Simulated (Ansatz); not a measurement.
Born–Oppenheimer molecular dynamics of a periodic cell of 14 atoms, H9O4F (contents 4 H2O + 1 HF, density as packed 1.24 g/cm³ with natural masses). It goes on from the last frame of an earlier run, with new velocities.

Theory: DFT LDA, scalar-relativistic, plane waves, PAW (Ansatz). Settings: cutoff 420 eV, k mesh 1x1x1, fermi-dirac smearing 0.05 eV, no spin polarisation.

```json
{
  "ensemble": "NPT, Langevin",
  "time step": "0.5 fs",
  "steps asked": "400",
  "set temperature": "700 K",
  "friction": "0.005 /fs",
  "pressure": "1 GPa",
  "seed": "75395"
}
```

First frame:

```xyz
14
Lattice="4.9759 0.0000 0.0000 0.0000 4.9759 0.0000 0.0000 0.0000 4.9759" Properties=species:S:1:pos:R:3
O 3.088 -0.048 4.296
H 3.881 0.402 3.991
H 3.440 -0.849 4.726
O 2.374 4.125 2.067
H 2.175 3.222 1.817
H 2.596 4.193 3.059
O 3.923 1.458 1.547
H 4.008 0.633 1.960
H 4.568 1.088 0.895
O 0.750 5.221 5.300
H 1.187 6.018 5.187
H 1.183 4.842 6.134
F 4.137 2.806 3.491
H 4.069 2.243 2.643
```

(1) What does the run give?

(2) What happens to the structure?

(3) How do temperature and energy run in time?

## Answers

(1) All steps were run.

| Property | Result |
| --- | --- |
| steps done | 400 |
| time covered | 200 fs |
| mean temperature over the second half | 684 K |
| spread of the potential energy over the second half | 14.3 meV per atom |
| mean potential energy of the second half above the start | -18.8 meV per atom |
| mean pressure over the second half | -0.5 GPa |

The conserved energy stayed within 1.1 meV per atom of its start (net change -0.54 meV per atom), so the integration is sound. A run of 0.2 ps of so small a system gives no equilibrium averages. Limits of this set-up: coarse k mesh. The cell's volume went from 123 to 156 Å³.

(2) Mean squared displacements from the first frame to the last, about the centre of mass, the cell's change included: O 0.47 Å², H 0.92 Å², F 0.41 Å². Another seed would give other details.

(3) 
```json
{"time (fs)": "0.0", "T (K)": "650", "potential energy less start (eV)": "0.000", "conserved less start (meV/atom)": "0.00", "P (GPa)": "7.4", "volume (Å³)": "123.2"}
{"time (fs)": "6.5", "T (K)": "852", "potential energy less start (eV)": "-0.296", "conserved less start (meV/atom)": "-0.21", "P (GPa)": "0.1", "volume (Å³)": "123.1"}
{"time (fs)": "13.0", "T (K)": "1064", "potential energy less start (eV)": "-0.828", "conserved less start (meV/atom)": "-0.34", "P (GPa)": "1.4", "volume (Å³)": "123.1"}
{"time (fs)": "19.5", "T (K)": "934", "potential energy less start (eV)": "-0.492", "conserved less start (meV/atom)": "-0.45", "P (GPa)": "1.8", "volume (Å³)": "123.3"}
{"time (fs)": "26.0", "T (K)": "760", "potential energy less start (eV)": "-0.287", "conserved less start (meV/atom)": "-0.37", "P (GPa)": "3.2", "volume (Å³)": "123.6"}
{"time (fs)": "32.5", "T (K)": "726", "potential energy less start (eV)": "-0.065", "conserved less start (meV/atom)": "-0.43", "P (GPa)": "2.5", "volume (Å³)": "123.8"}
{"time (fs)": "39.0", "T (K)": "573", "potential energy less start (eV)": "0.102", "conserved less start (meV/atom)": "-0.40", "P (GPa)": "2.4", "volume (Å³)": "124.4"}
{"time (fs)": "45.5", "T (K)": "763", "potential energy less start (eV)": "-0.234", "conserved less start (meV/atom)": "-0.28", "P (GPa)": "4.1", "volume (Å³)": "125.5"}
{"time (fs)": "52.0", "T (K)": "850", "potential energy less start (eV)": "-0.292", "conserved less start (meV/atom)": "-0.55", "P (GPa)": "1.6", "volume (Å³)": "126.5"}
{"time (fs)": "58.5", "T (K)": "626", "potential energy less start (eV)": "-0.025", "conserved less start (meV/atom)": "-0.02", "P (GPa)": "-0.5", "volume (Å³)": "127.1"}
{"time (fs)": "65.0", "T (K)": "634", "potential energy less start (eV)": "-0.073", "conserved less start (meV/atom)": "-0.55", "P (GPa)": "2.3", "volume (Å³)": "127.4"}
{"time (fs)": "71.5", "T (K)": "504", "potential energy less start (eV)": "0.232", "conserved less start (meV/atom)": "-0.35", "P (GPa)": "1.3", "volume (Å³)": "128.3"}
{"time (fs)": "78.0", "T (K)": "722", "potential energy less start (eV)": "-0.258", "conserved less start (meV/atom)": "-0.43", "P (GPa)": "-0.1", "volume (Å³)": "129.8"}
{"time (fs)": "84.5", "T (K)": "849", "potential energy less start (eV)": "-0.450", "conserved less start (meV/atom)": "-0.71", "P (GPa)": "2.5", "volume (Å³)": "131.4"}
{"time (fs)": "91.0", "T (K)": "781", "potential energy less start (eV)": "-0.367", "conserved less start (meV/atom)": "-0.39", "P (GPa)": "2.9", "volume (Å³)": "133.4"}
{"time (fs)": "97.5", "T (K)": "670", "potential energy less start (eV)": "-0.200", "conserved less start (meV/atom)": "-0.43", "P (GPa)": "0.4", "volume (Å³)": "136.0"}
{"time (fs)": "104.0", "T (K)": "788", "potential energy less start (eV)": "-0.357", "conserved less start (meV/atom)": "-0.69", "P (GPa)": "1.4", "volume (Å³)": "138.6"}
{"time (fs)": "110.5", "T (K)": "574", "potential energy less start (eV)": "0.030", "conserved less start (meV/atom)": "-0.17", "P (GPa)": "3.4", "volume (Å³)": "140.7"}
{"time (fs)": "117.0", "T (K)": "793", "potential energy less start (eV)": "-0.255", "conserved less start (meV/atom)": "-0.63", "P (GPa)": "-2.8", "volume (Å³)": "143.2"}
{"time (fs)": "123.5", "T (K)": "623", "potential energy less start (eV)": "0.038", "conserved less start (meV/atom)": "-0.09", "P (GPa)": "-1.2", "volume (Å³)": "145.9"}
{"time (fs)": "130.0", "T (K)": "748", "potential energy less start (eV)": "-0.234", "conserved less start (meV/atom)": "-0.38", "P (GPa)": "0.5", "volume (Å³)": "148.5"}
{"time (fs)": "136.5", "T (K)": "778", "potential energy less start (eV)": "-0.410", "conserved less start (meV/atom)": "-0.63", "P (GPa)": "-2.7", "volume (Å³)": "150.8"}
{"time (fs)": "143.0", "T (K)": "542", "potential energy less start (eV)": "0.071", "conserved less start (meV/atom)": "-0.02", "P (GPa)": "-0.4", "volume (Å³)": "152.7"}
{"time (fs)": "149.5", "T (K)": "722", "potential energy less start (eV)": "-0.339", "conserved less start (meV/atom)": "-0.71", "P (GPa)": "-1.5", "volume (Å³)": "154.0"}
{"time (fs)": "156.0", "T (K)": "663", "potential energy less start (eV)": "-0.215", "conserved less start (meV/atom)": "-0.33", "P (GPa)": "0.7", "volume (Å³)": "155.3"}
{"time (fs)": "162.5", "T (K)": "624", "potential energy less start (eV)": "-0.125", "conserved less start (meV/atom)": "-0.36", "P (GPa)": "-1.1", "volume (Å³)": "156.6"}
{"time (fs)": "169.0", "T (K)": "800", "potential energy less start (eV)": "-0.445", "conserved less start (meV/atom)": "-0.89", "P (GPa)": "-0.1", "volume (Å³)": "157.4"}
{"time (fs)": "175.5", "T (K)": "564", "potential energy less start (eV)": "-0.052", "conserved less start (meV/atom)": "-0.26", "P (GPa)": "-0.4", "volume (Å³)": "157.5"}
{"time (fs)": "182.0", "T (K)": "677", "potential energy less start (eV)": "-0.313", "conserved less start (meV/atom)": "-0.45", "P (GPa)": "2.1", "volume (Å³)": "157.6"}
{"time (fs)": "188.5", "T (K)": "753", "potential energy less start (eV)": "-0.637", "conserved less start (meV/atom)": "-0.61", "P (GPa)": "-2.3", "volume (Å³)": "157.7"}
{"time (fs)": "195.0", "T (K)": "672", "potential energy less start (eV)": "-0.608", "conserved less start (meV/atom)": "-0.24", "P (GPa)": "-2.2", "volume (Å³)": "156.7"}
```

Time of the run: 3.4 min on 1 thread of Arm Neoverse V1, on a shared host, peak memory 0.29 GiB.
